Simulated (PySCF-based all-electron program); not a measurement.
## Force along the bond of CuH, singlet

Calculated with an in-house all-electron program built on PySCF, in large uncontracted Gaussian sets near the basis limit; Koelling–Harmon scalar relativity, no spin–orbit coupling, spin-restricted. Forces are good to about 0.004 eV/Å. A positive force pushes the atoms apart.

```json
{"r (Å)": "1.31634", "PBE (eV/Å)": "2.789", "r2SCAN (eV/Å)": "2.561"}
{"r (Å)": "1.4626", "PBE (eV/Å)": "-0.125", "r2SCAN (eV/Å)": "?"}
{"r (Å)": "1.60886", "PBE (eV/Å)": "-1.576", "r2SCAN (eV/Å)": "?"}
```

**Question.** Fill in the missing r2SCAN forces.

**Answer.** 1.4626 Å: -0.331 eV/Å; 1.60886 Å: -1.765 eV/Å.

**Question.** Between which listed lengths does the r2SCAN force vanish, and at which of the two is it smaller?

**Answer.** Between 1.316 and 1.463 Å. The force is smaller at 1.463 Å.
